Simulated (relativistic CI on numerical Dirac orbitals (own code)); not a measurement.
**Radial parameters of Re⁴⁷⁺**

Calculated at this level of theory: Dirac-Coulomb-Breit CI, KLI orbitals optimised for each configuration, a model potential for QED, unscaled Slater integrals (own radial code, finite nucleus).

Slater integrals F^k, G^k are unscaled and averaged over j, outside the closed core [Ne]; ζ comes from projecting the Hamiltonian with its Breit term on Σ l·s of the shell.

- 3s2 3p6 3d9 4s: ζ(3d) = 228210, G^2(3d,4s) = 61946 cm⁻¹; <r>(3d) = 0.1724, <r^2>(3d) = 0.03454, <r>(4s) = 0.3793, <r^2>(4s) = 0.162 (bohr units).
- 3s2 3p6 3d9 4p: ζ(3d) = 228240, F^2(3d,4p) = 189770, G^1(3d,4p) = 61041, G^3(3d,4p) = 62092, ζ(4p) = 599300 cm⁻¹; <r>(3d) = 0.1724, <r^2>(3d) = 0.03455, <r>(4p) = 0.387, <r^2>(4p) = 0.1698 (bohr units).
- 3s2 3p6 3d9 4d: ζ(3d) = 228140, F^2(3d,4d) = 203520, F^4(3d,4d) = 104120, G^0(3d,4d) = 63861, G^2(3d,4d) = 82633, G^4(3d,4d) = 65629, ζ(4d) = 76758 cm⁻¹; <r>(3d) = 0.1724, <r^2>(3d) = 0.03457, <r>(4d) = 0.3809, <r^2>(4d) = 0.166 (bohr units).

Averages of the first 10 configurations, taken without configuration mixing, which lowers the lowest level and can move excited configurations by several eV; other configurations of the list can lie among them:

```
    Configuration  Parity  States  Average energy above the lowest level (eV)
     3s2 3p6 3d10    even       1                                         0.1
   3s2 3p6 3d9 4s    even      20                                      1649.3
   3s2 3p6 3d9 4p     odd      60                                      1822.9
   3s2 3p6 3d9 4d    even     100                                      2025.7
  3s2 3p5 3d10 4s     odd      12                                      2195.1
   3s2 3p6 3d9 4f     odd     140                                      2198.6
  3s2 3p5 3d10 4p    even      36                                      2368.9
  3s2 3p6 3d8 4s2    even      45                                      3337.7
  3s2 3p5 3d10 4d     odd      60                                      2571.0
3s2 3p6 3d8 4s 4p     odd     540                                      3504.4
```
